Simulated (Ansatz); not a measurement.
```xyz
6

C     0.0003   -0.0363   -0.6415
O     0.0069   -0.0586    0.7461
H    -0.0024   -1.0748   -1.0185
H    -0.9048    0.4657   -1.0765
H     0.8935    0.4751   -1.0717
H     0.0059    0.8405    1.0793
```

Basis set: STO-3G (spherical functions). Frozen core: 2 orbitals. Charge 0, multiplicity 1.

Computed with Ansatz (development build ahead of 0.2.0); each method stands on the lowest determinant of its kind that the runs found. Restricted open shells among the atoms or ions are ROHF, correlated in semicanonical orbitals with singles.

(1) Give the atomization energy at this shape (free ground-state atoms in the same class of orbitals less the molecule, no zero-point energy) of singlet CH4O by RHF-MP2, RHF.

Answers

(1)

| method | atomization energy |
| --- | --- |
| RHF-MP2 | 20.50 eV |
| RHF | 18.38 eV |

This basis has no polarisation functions and is too small for such energies, which can lie far from measured ones in either direction.
